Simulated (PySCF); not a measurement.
Al(Cl)(Me)(NHMe) (C2H7AlClN), SMILES C[NH][Al]([CH3])[Cl].

Geometry optimised at B3LYP-D3(BJ)/def2-SVP. The structure was generated by enumeration; whether it is a known compound was not checked. The values are those of a single conformer.

Two levels are set side by side: PBE/def2-TZVP (PySCF) and r2SCAN/def2-TZVP (PySCF). Same geometry, gas phase. Differences are taken from unrounded values.

| quantity | PBE |
|---|---|
| orbital gap (eV) | 4.79 |
| highest occupied level (eV) | -5.59 |
| lowest empty level (eV) | -0.80 |
| dipole moment (D) | 2.23 |
| mean polarisability (bohr³) | 72.7 |

Q: These are the PBE values. What does r2SCAN give? (An estimate is asked for; the answer gives what the named calculation found.)

A: 
| quantity | r2SCAN | PBE minus r2SCAN |
|---|---|---|
| orbital gap (eV) | 5.46 | -0.67 |
| highest occupied level (eV) | -5.84 | 0.25 |
| lowest empty level (eV) | -0.38 | -0.42 |
| dipole moment (D) | 2.24 | -0.02 |
| mean polarisability (bohr³) | 70.2 | 2.5 |

Rough cost on one machine, each run with all the roots and properties that it gave: r2SCAN against PBE about 3 times.
